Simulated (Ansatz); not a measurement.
Compare A (`CO[SiH](O)C=O`) with its isomer B (`O=C([SiH3])OCO`).

Gas-phase electronic energies from Ansatz, PBE0-D4/def2-TZVP geometries. CCSD(T)/CBS adds triple-zeta CCSD(T) − MP2 to the extrapolated MP2 energy (def2 sets, frozen cores). Functionals use def2-TZVPP. B3LYP here is the variant with VWN-RPA as its local correlation; programs differ in this. Each species was taken in one conformer, which may not be the lowest.

Q: Which isomer does CCSD(T)/CBS put lower? Give the gap. (An estimate is asked.)

A: The calculation gave: A, by 49.1 kcal/mol.

Q: Give E(B) − E(A) in kcal/mol with MP2/def2-TZVPP, PBE-D4, B3LYP, CCSD/def2-TZVPP, ωB97M-V, B2PLYP, HF/def2-TZVPP. (Estimate.)

A: Ansatz gave: MP2/def2-TZVPP 49.1, PBE-D4 40.2, B3LYP 46.4, CCSD/def2-TZVPP 48.8, ωB97M-V 46.9, B2PLYP 47.6, HF/def2-TZVPP 51.1. None reverses the order clearly.

Largest T1 diagnostic: 0.015.

In def2-TZVPP, CCSD(T) changes the Hartree–Fock value by −4.0 kcal/mol (the triples alone add −1.7 kcal/mol) and MP2 by −2.0 kcal/mol. From PBE to PBE0 (25 % exact exchange), in def2-TZVPP and without D4, E(B) − E(A) moves by +2.9 kcal/mol.
